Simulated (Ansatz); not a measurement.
`[OH][Hf]([OH])([OH])[Cl]` at its PBE0-D4/def2-TZVP geometry, where that method's forces vanish. The species carries charge 0 and has multiplicity 1. Hf: def2 effective core potential.

```csv
atom,x (Å),y (Å),z (Å)
O1,0.534,-0.329,-1.726
Hf2,-0.013,0.323,-0.010
O3,-1.751,-0.354,0.425
O4,1.251,-0.214,1.326
Cl5,-0.103,2.699,-0.078
H6,1.071,-0.738,-2.397
H7,-2.586,-0.800,0.329
H8,1.597,-0.587,2.131
```

Task: For each bond, give half the difference of the two atoms' forces along it (eV/Å; positive pushes the atoms apart) under PBE-D4, r2SCAN-D4, B3LYP-D4, ωB97M-V in def2-TZVPP. (Best estimate.)

Result: Computed: 
```csv
bond,length (Å),PBE-D4,r2SCAN-D4,B3LYP-D4,ωB97M-V
O1–Hf2,1.916,-0.04,0.06,0.12,0.09
O1–H6,0.951,0.33,-0.02,-0.08,-0.10
Hf2–O3,1.916,-0.04,0.06,0.12,0.09
Hf2–O4,1.916,-0.04,0.06,0.12,0.09
Hf2–Cl5,2.378,0.01,0.02,0.09,0.04
O3–H7,0.951,0.33,-0.02,-0.08,-0.10
O4–H8,0.951,0.33,-0.02,-0.08,-0.10
```

B3LYP here is the variant with VWN-RPA as its local correlation; programs differ in this.
